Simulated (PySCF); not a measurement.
1-methylsulfanylbut-2-yne (C₅H₈S), SMILES CC#CCSC.

Geometry: B3LYP-D3(BJ)/def2-SVP. One conformer was computed; it need not be the lowest.

Calculation: PySCF with PBE/def2-TZVP.

Isolated molecule, no solvent.

```
Quantity                                                                                                        Result
---------------------------------------------------------------------------------------------  -----------------------
total energy                                                                                        -593.11650 hartree
highest occupied level                                                                                        -5.10 eV
lowest empty level                                                                                            -0.46 eV
orbital gap                                                                                                    4.65 eV
dipole moment                                                                                                   1.22 D
quadrupole, principal values (traceless, Buckingham form, about the centre of nuclear charge)  -7.03, -6.55, 13.58 D·Å
mean static polarisability                                                                       84.5 bohr³ (12.53 Å³)
polarisability, principal values                                                               57.2, 67.2, 129.3 bohr³
```
